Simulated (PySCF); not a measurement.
(E)-1-bromo-2-fluoroprop-1-ene (C3H4BrF), SMILES C/C(F)=C\Br.

Coordinates come from a B3LYP-D3(BJ)/def2-SVP optimisation.

Computed with SMD-PBE0/def2-SVP (PySCF).

Solvation free energies are E(SMD) − E(gas) at the gas-phase geometry, for 1 M in both phases. Bromine has the revised SMD18 radius of 2.60 Å. In vacuum the dipole moment is 1.01 D.

Problem. Estimate the solvation free energies in water, 1-octanol, ethanol. (The exact figures need the calculation; the answer reports its results.)

Solution. 
```tsv
solvent	ΔG(solv) (kcal/mol)	its non-electrostatic (CDS) part	dipole (D)
water	-0.2	2.8	1.28
1-octanol	-3.4	-0.8	1.25
ethanol	-3.8	-1.0	1.27
```
